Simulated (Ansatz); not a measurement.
Job for Ansatz (a program for electronic structure): R-CCSD(T)/aug-cc-pVDZ on H2 (SMILES [H][H]).

Ansatz 0.2 input:
```yaml
crystal:
  periodic: [false, false, false]
  atoms:
    - {symbol: H, position_ang: [0.13517481, 0.37666491, 2.95771758]}
    - {symbol: H, position_ang: [-0.30582882, -0.11931507, 3.29485002]}
basis:
  gaussian:
    orbitals: aug-cc-pVDZ
magnetization: {spin_polarized: false}
correlation: {method: ccsd_t, electrons: outside_noble_gas}
scf: {lower_state_search: off}
```

The head of its log:

```
WARN ansatz: RAYON_NUM_THREADS=2 ignored (pool sized by the plan → 2); use --threads N
Functional definition: HF
these checks for a lower state are left out or cut short: stability, starts, cluster_reference, orbital_swaps, neighbouring_geometries, increment
integrals: 0.00 GiB planned
166 factors; integrals over basis functions are off by at most 9.6e-4 eV
mean field: 0.04 GiB planned
mean field evaluation 1: about -30.6234 eV, gradient 3.8e0 eV
mean field evaluation 2: about -30.6224 eV, gradient 3.8e0 eV
mean field evaluation 4: about -30.7166 eV, gradient 5.7e-2 eV
mean field evaluation 8: about -30.7166 eV, gradient 3.7e-6 eV
mean field -30.71664862 eV, -1.1288160163 hartree, gradient 3.7e-6 eV, S^2 0.000000; 0 other end points of the search recorded, 0 dependent functions left out
reference -30.71664862 eV, -1.1288160163 hartree; 1, 1 occupied and 17, 17 virtual orbitals, 166 factors
```

**Question.** Give the final energy of this run.

**Answer.** -1.1647 hartree (reference determinant -1.1288, T1 diagnostic 0.005).
